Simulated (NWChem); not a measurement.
System: C2H2BCl; SMILES B(Cl)C#C

Output (shortened):

```
             Northwest Computational Chemistry Package (NWChem) 7.3.0
             --------------------------------------------------------

                             Geometry "geometry" -> ""
                             -------------------------

 Output coordinates in angstroms (scale by  1.889725989 to convert to a.u.)

  No.       Tag          Charge          X              Y              Z
 ---- ---------------- ---------- -------------- -------------- --------------
    1 B                    5.0000    -0.77498600     0.08516900     0.00000000
    2 C                    6.0000    -0.13550500    -1.28654300     0.00000000
    3 C                    6.0000     0.35604500    -2.40175700     0.00000000
    4 H                    1.0000     0.79489500    -3.38437300     0.00000000
    5 Cl                  17.0000     0.22255400     1.52089800     0.00000000
    6 H                    1.0000    -1.96903400     0.23184600     0.00000000

 Effective nuclear repulsion energy (a.u.)     105.4252916955

  pbe96 is a nonlocal functional; adding pw91lda local functional.

                                 NWChem DFT Module
                                 -----------------

 Summary of "ao basis" -> "ao basis" (spherical)
 ------------------------------------------------------------------------------
       Tag                 Description            Shells   Functions and Types
 ---------------- ------------------------------  ------  ---------------------
 B                          6-311g**                 8       18   4s3p1d
 C                          6-311g**                 8       18   4s3p1d
 H                          6-311g**                 4        6   3s1p
 Cl                         6-311g**                12       26   6s5p1d

            General Information
            -------------------
          SCF calculation type: DFT
          Wavefunction type:  closed shell.
          No. of atoms     :     6
          No. of electrons :    36
           Alpha electrons :    18
            Beta electrons :    18
          Charge           :     0
          Spin multiplicity:     1
          Use of symmetry is: off; symmetry adaption is: off
          Maximum number of iterations: 150
          AO basis - number of functions:    92
                     number of shells:    44
          Convergence on energy requested:  1.00D-06
          Convergence on density requested:  1.00D-05
          Convergence on gradient requested:  5.00D-04

              XC Information
              --------------
          PerdewBurkeErnzerhof Exchange Functional  1.000
            Perdew 1991 LDA Correlation Functional  1.000 local
           PerdewBurkeErnz. Correlation Functional  1.000 non-local

             Grid Information
             ----------------
          Grid used for XC integration:  medium
          Radial quadrature: Mura-Knowles
          Angular quadrature: Lebedev.
          Tag              B.-S. Rad. Rad. Pts. Rad. Cut. Ang. Pts.
          ---              ---------- --------- --------- ---------
          B                   0.85       49          11.0       434
          C                   0.70       49          11.0       434
          H                   0.35       45          12.0       434
          Cl                  1.00       88          13.0       590
          Grid pruning is: on
          Number of quadrature shells:   325
          Spatial weights used:  Erf1

      Superposition of Atomic Density Guess
      -------------------------------------

 Sum of atomic energies:        -560.34681307

      Non-variational initial energy
      ------------------------------

 Total energy =    -561.901509
 1-e energy   =    -978.038443
 2-e energy   =     310.711643
 HOMO         =      -0.346740
 LUMO         =      -0.059530

   convergence    iter        energy       DeltaE   RMS-Dens  Diis-err
 ---------------- ----- ----------------- --------- --------- ---------
 d= 0,ls=0.0,diis     1   -562.0692437409 -6.67D+02  9.59D-03  1.18D+00
 d= 0,ls=0.0,diis     2   -562.0455460737  2.37D-02  9.40D-03  6.20D-01
 d= 0,ls=0.0,diis     3   -562.0883013130 -4.28D-02  4.45D-03  3.30D-01
 d= 0,ls=0.0,diis     4   -562.1248583757 -3.66D-02  1.56D-03  7.12D-02
 d= 0,ls=0.0,diis     5   -562.1336570048 -8.80D-03  5.40D-04  8.41D-03
  Resetting Diis
 d= 0,ls=0.0,diis     6   -562.1347326676 -1.08D-03  1.56D-04  2.72D-04
 d= 0,ls=0.0,diis     7   -562.1347638663 -3.12D-05  1.33D-04  3.70D-05
 d= 0,ls=0.0,diis     8   -562.1347471187  1.67D-05  8.88D-05  1.44D-04
 d= 0,ls=0.0,diis     9   -562.1347678101 -2.07D-05  2.03D-05  1.72D-05
 d= 0,ls=0.0,diis    10   -562.1347700082 -2.20D-06  5.22D-06  4.14D-07
 d= 0,ls=0.0,diis    11   -562.1347700598 -5.16D-08  1.05D-06  1.87D-08

         Total DFT energy =     -562.134770059780
      One electron energy =     -980.787527362527
           Coulomb energy =      356.697745649190
    Exchange-Corr. energy =      -43.470280041914
 Nuclear repulsion energy =      105.425291695471

 Numeric. integr. density =       36.000000431501

                       DFT Final Molecular Orbital Analysis
                       ------------------------------------

 Vector   16  Occ=2.000000D+00  E=-2.812826D-01
              MO Center=  1.1D-01, -1.3D+00,  2.1D-08, r^2= 2.9D+00
   Bfn.  Coefficient  Atom+Function         Bfn.  Coefficient  Atom+Function
  ----- ------------  ---------------      ----- ------------  ---------------
    27      0.263989  2 C  pz                45      0.261699  3 C  pz
    78     -0.247943  5 Cl pz                49      0.214393  3 C  pz
    31      0.194167  2 C  pz                23      0.175004  2 C  pz
    41      0.175758  3 C  pz                81     -0.151745  5 Cl pz
    69      0.148839  5 Cl pz                75     -0.110487  5 Cl pz

 Vector   17  Occ=2.000000D+00  E=-2.770303D-01
              MO Center= -1.0D-01,  1.1D+00, -1.9D-08, r^2= 2.3D+00
   Bfn.  Coefficient  Atom+Function         Bfn.  Coefficient  Atom+Function
  ----- ------------  ---------------      ----- ------------  ---------------
    76      0.448614  5 Cl px                77     -0.279812  5 Cl py
    79      0.273112  5 Cl px                67     -0.271257  5 Cl px
    73      0.202110  5 Cl px                28     -0.182108  2 C  s
    80     -0.172084  5 Cl py                68      0.169149  5 Cl py
    88      0.141491  6 H  s                 74     -0.125931  5 Cl py

 Vector   18  Occ=2.000000D+00  E=-2.666387D-01
              MO Center=  1.0D-02, -1.6D+00,  3.2D-10, r^2= 2.2D+00
   Bfn.  Coefficient  Atom+Function         Bfn.  Coefficient  Atom+Function
  ----- ------------  ---------------      ----- ------------  ---------------
    43      0.263656  3 C  px                25      0.245059  2 C  px
    47      0.230634  3 C  px                39      0.178412  3 C  px
    29      0.166490  2 C  px                21      0.162757  2 C  px
    44      0.118826  3 C  py                48      0.110090  3 C  py
    77      0.110565  5 Cl py                26      0.097561  2 C  py

 Vector   19  Occ=0.000000D+00  E=-1.206470D-01
              MO Center= -3.4D-01, -5.5D-01,  2.4D-09, r^2= 3.5D+00
   Bfn.  Coefficient  Atom+Function         Bfn.  Coefficient  Atom+Function
  ----- ------------  ---------------      ----- ------------  ---------------
    13      0.428639  1 B  pz                 9      0.340038  1 B  pz
    49     -0.332366  3 C  pz                81     -0.238441  5 Cl pz
    45     -0.225444  3 C  pz                 5      0.211361  1 B  pz
    78     -0.207042  5 Cl pz                41     -0.155018  3 C  pz
    69      0.122785  5 Cl pz                31      0.105385  2 C  pz

 Vector   20  Occ=0.000000D+00  E=-2.906390D-02
              MO Center= -4.9D-03, -1.3D+00,  1.4D-09, r^2= 3.6D+00
   Bfn.  Coefficient  Atom+Function         Bfn.  Coefficient  Atom+Function
  ----- ------------  ---------------      ----- ------------  ---------------
    47      0.543045  3 C  px                29     -0.431889  2 C  px
    66      0.348417  5 Cl s                 80     -0.283772  5 Cl py
    89     -0.278299  6 H  s                 30     -0.262329  2 C  py
    43      0.243980  3 C  px                25     -0.242474  2 C  px
    12     -0.237936  1 B  py                11     -0.218544  1 B  px

 Vector   21  Occ=0.000000D+00  E= 3.861463D-02
              MO Center= -1.9D-01, -1.2D+00, -1.8D-09, r^2= 3.5D+00
   Bfn.  Coefficient  Atom+Function         Bfn.  Coefficient  Atom+Function
  ----- ------------  ---------------      ----- ------------  ---------------
    31      0.835610  2 C  pz                13     -0.655921  1 B  pz
    49     -0.657418  3 C  pz                27      0.314741  2 C  pz
    81      0.233065  5 Cl pz                23      0.223657  2 C  pz
     9     -0.215173  1 B  pz                45     -0.193917  3 C  pz
    41     -0.145626  3 C  pz                 5     -0.132913  1 B  pz

     Multipole analysis of the density
     ---------------------------------

     L   x y z        total         alpha         beta         nuclear
     -   - - -        -----         -----         ----         -------
     0   0 0 0     -0.000000    -18.000000    -18.000000     36.000000

[...]

                                NWChem TDDFT Module
                                -------------------

            General Information
            -------------------
           No. of orbitals :     184
            Alpha orbitals :      92
             Beta orbitals :      92
        Alpha frozen cores :       0
         Beta frozen cores :       0
     Alpha frozen virtuals :       0
      Beta frozen virtuals :       0
         Spin multiplicity :       1
    Number of AO functions :      92
        Use of symmetry is : off
      Symmetry adaption is : off
         Schwarz screening :  0.10D-07

              XC Information
              --------------
   PerdewBurkeErnzerhof Exchange Functional   1.00
     Perdew 1991 LDA Correlation Functional   1.00 local
    PerdewBurkeErnz. Correlation Functional   1.00 non-local

             TDDFT Information
             -----------------
          Calculation type : Tamm-Dancoff TDDFT
         Wavefunction type : Restricted singlets
          No. of electrons :      36
           Alpha electrons :      18
            Beta electrons :      18
              No. of roots :       6
          Max subspacesize :    5200
            Max iterations :     100
               Target root :       1
           Target symmetry : none
             Energy Cutoff :-0.98D+02
      Symmetry restriction : off
                 Algorithm : Optimal
        Davidson threshold :  0.10D-03

    6 smallest eigenvalue differences (eV)
--------------------------------------------------------
  No. Spin  Occ  Vir  Irrep   E(Occ)    E(Vir)   E(Diff)
--------------------------------------------------------
    1    1    1   19 a      -100.702    -0.121  2736.960
    2    1    1   20 a      -100.702    -0.029  2739.452
    3    1    1   21 a      -100.702     0.039  2741.294
    4    1    1   22 a      -100.702     0.042  2741.381
    5    1    1   23 a      -100.702     0.063  2741.961
    6    1    1   24 a      -100.702     0.103  2743.047
--------------------------------------------------------

  Entering Davidson iterations
  Restricted singlet excited states

  Iter   NTrls   NConv    DeltaV     DeltaE      Time
  ----  ------  ------  ---------  ---------  ---------
    1      6       0     0.98E-01   0.10+100        4.8
    2     12       3     0.33E-03   0.28E-03        5.1
    3     15       6     0.28E-04   0.81E-08        4.1
  ----  ------  ------  ---------  ---------  ---------
  Convergence criterion met

  Ground state a        -562.134770059780 a.u.

  ----------------------------------------------------------------------------
  Root   1 singlet a            100.582925777 a.u.             2737.0018 eV
  ----------------------------------------------------------------------------
     Transition Moments    X -0.00000   Y  0.00000   Z  0.00413
     Dipole Oscillator Strength                    0.0011465021
     Electric Quadrupole                           0.0007591059
     Magnetic Dipole                               0.0012641035
     Total Oscillator Strength                     0.0031697114

     Occ.    1  a   ---  Virt.   19  a       -0.99996
  ----------------------------------------------------------------------------
  Root   2 singlet a            100.674717909 a.u.             2739.4996 eV
  ----------------------------------------------------------------------------
     Transition Moments    X -0.00103   Y -0.00282   Z  0.00000
     Dipole Oscillator Strength                    0.0006049899
     Electric Quadrupole                           0.0005409336
     Magnetic Dipole                               0.0000251695
     Total Oscillator Strength                     0.0011710930

     Occ.    1  a   ---  Virt.   20  a        0.99959
  ----------------------------------------------------------------------------
  Root   3 singlet a            100.740946740 a.u.             2741.3018 eV
  ----------------------------------------------------------------------------
     Transition Moments    X  0.00000   Y  0.00000   Z  0.00178
     Dipole Oscillator Strength                    0.0002136288
     Electric Quadrupole                           0.0001414069
     Magnetic Dipole                               0.0002348707
     Total Oscillator Strength                     0.0005899064

     Occ.    1  a   ---  Virt.   21  a        0.99998
  ----------------------------------------------------------------------------
  Root   4 singlet a            100.743969454 a.u.             2741.3841 eV
  ----------------------------------------------------------------------------
     Transition Moments    X -0.00028   Y -0.00054   Z  0.00000
     Dipole Oscillator Strength                    0.0000252030
     Electric Quadrupole                           0.0000186473
     Magnetic Dipole                               0.0000030140
     Total Oscillator Strength                     0.0000468643

     Occ.    1  a   ---  Virt.   22  a        0.99967
  ----------------------------------------------------------------------------
  Root   5 singlet a            100.768387041 a.u.             2742.0485 eV
  ----------------------------------------------------------------------------
     Transition Moments    X -0.00213   Y -0.00209   Z  0.00000
     Dipole Oscillator Strength                    0.0006003993
     Electric Quadrupole                           0.0004440087
     Magnetic Dipole                               0.0002544727
     Total Oscillator Strength                     0.0012988806

     Occ.    1  a   ---  Virt.   23  a       -0.99749
     Occ.    1  a   ---  Virt.   24  a        0.05956
  ----------------------------------------------------------------------------
  Root   6 singlet a            100.807387414 a.u.             2743.1097 eV
  ----------------------------------------------------------------------------
     Transition Moments    X  0.00003   Y  0.00003   Z  0.00000
     Dipole Oscillator Strength                    0.0000001412
     Electric Quadrupole                           0.0000000285
     Magnetic Dipole                               0.0000000507
     Total Oscillator Strength                     0.0000002204

     Occ.    1  a   ---  Virt.   23  a       -0.05878
     Occ.    1  a   ---  Virt.   24  a       -0.99778

              Target root =      1
          Target symmetry = none
      Ground state energy =   -562.134770059780
        Excitation energy =    100.582925776633
     Excited state energy =   -461.551844283147

  stored tddft:energy   -461.55184428314698
```

Level: PBE/6-311G** (spherical d), restricted-window TDA. Geometry: optimised at PBE0/def2-SVP. The quadrupole and magnetic terms of the printed total strengths depend on the origin.

**Question.** Which NWChem input produces such a log?

**Answer.** This is not unique; one that fits is the input that was run:
```
start job
memory heap 200 mb stack 900 mb global 1100 mb
geometry units angstroms noautosym nocenter noautoz
  B     -0.774986     0.085169     0.000000
  C     -0.135505    -1.286543     0.000000
  C      0.356045    -2.401757     0.000000
  H      0.794895    -3.384373     0.000000
  Cl     0.222554     1.520898     0.000000
  H     -1.969034     0.231846     0.000000
end
basis spherical
  B library 6-311g**
  C library 6-311g**
  H library 6-311g**
  Cl library 6-311g**
end
dft
  xc xpbe96 cpbe96
  iterations 150
end
tddft
  cis
  ecut -98.0
  nroots 6
  notriplet
end
task tddft energy
```
